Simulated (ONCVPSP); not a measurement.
# Varying the ONCV potential for Lu

Base potential:

- Element: lutetium (Lu)
- Generator: ONCVPSP 4.0.1
- Type: optimised norm-conserving Vanderbilt (ONCV)
- Functional: PBE
- Relativity: scalar-relativistic
- Frozen core: [Kr] 4d10
- Valence charge: 25
- Reference configuration: 4f14 5s2 5p6 5d1.5 6s1.5
- Partial waves: 5s+6s: rc 1.60 bohr, ncon 5, nbas 8, qcut 6.2 1/bohr, 2 projectors; 5p: rc 1.95 bohr, ncon 4, nbas 9, qcut 8.1 1/bohr, 2 projectors, debl 3.1 Ha; 5d: rc 2.00 bohr, ncon 3, nbas 6, qcut 4.9 1/bohr, 2 projectors, debl 2.5 Ha; 4f: rc 0.70 bohr, ncon 3, nbas 8, qcut 24.5 1/bohr, 2 projectors, debl 4 Ha
- Local potential: polynomial inside 0.70 bohr (lpopt 5, dvloc0 0 Ha)
- Core correction: none

All-electron outer shells of the reference configuration (PBE, scalar-relativistic, ld1.x):

| shell | level (eV) | outermost node (bohr) | outermost maximum (bohr) |
| --- | --- | --- | --- |
| 4d | -191.39 | 0.23 | 0.48 |
| 5s | -60.50 | 0.57 | 1.04 |
| 5p | -31.15 | 0.61 | 1.19 |
| 4f | -9.09 | – | 0.47 |
| 6s | -4.52 | 1.42 | 3.08 |
| 5d | -1.51 | 0.68 | 1.87 |

Cutoffs, loose and tight: the cutoffs (Ha) at which the residual kinetic energy of the hardest occupied pseudo-wave falls to 1 and 0.1 mHa per electron. They do not see the model core or the augmentation charge, which bear on the density cutoff. Test errors are all-electron minus pseudo excitation energies from the reference, over the configurations 4f14 5s2 5p6 5d1 6s2; 4f14 5s2 5p6 5d1 6s1; 4f14 5s2 5p6 5d1 6s0; 4f14 5s2 5p5 5d1 6s2. A dash means not determined; rows that change the core or the reference have their own tests. The largest error is taken over the tests solved by every variant that gives reliable tests at all: 4f14 5s2 5p5 5d1 6s2; 4f14 5s2 5p6 5d1 6s1; 4f14 5s2 5p6 5d1 6s2.

1 further variants are left out, since the program set their typed debl aside.

A true bound ghost makes a file unfit for plane-wave use even where its test errors are small: the radial tests pick states by their node count and pass the ghost by.

```csv
change,outcome,"cutoff, loose","cutoff, tight",bound ghosts,GHOST(+) flags above zero,largest test error (meV)
base,generated,245 Ha,270 Ha,"s, p",d,-63
s: rc 2.1,generated,245 Ha,270 Ha,"s, p",d,-68
f: nproj 0; local potential the f channel,generated,245 Ha,270 Ha,"s, p, d",none,-61
"all radii scaled by about 0.95 (s 1.52, p 1.86, d 1.90, f 0.66 bohr); local potential polynomial inside 0.66 bohr (lpopt 5, dvloc0 0 Ha)",generated,256 Ha,281 Ha,"s, p, f",d,-60
"core [Kr] 4d10 4f14, valence charge 11; reference 5s2 5p6 5d1 6s2; waves now 5s+6s: rc 1.75 bohr, ncon 5, nbas 8, qcut 8.2 1/bohr, 2 projectors; 5p: rc 2.00 bohr, ncon 4, nbas 7, qcut 6 1/bohr, 1 projector; 5d: rc 3.15 bohr, ncon 4, nbas 9, qcut 5.6 1/bohr, 1 projector; local potential polynomial inside 1.60 bohr (lpopt 4, dvloc0 3 Ha)","failed: ERROR pspot: first pseudo wave function has node, program will stop",–,–,–,–,–
"d: ncon 4, nbas 7",generated,245 Ha,270 Ha,"s, p",d,-62
p: nbas 7,generated,245 Ha,270 Ha,"s, p",d,-63
"local potential polynomial inside 0.70 bohr (lpopt 5, dvloc0 -2.5 Ha)",generated,245 Ha,270 Ha,"s, p",d,-63
```
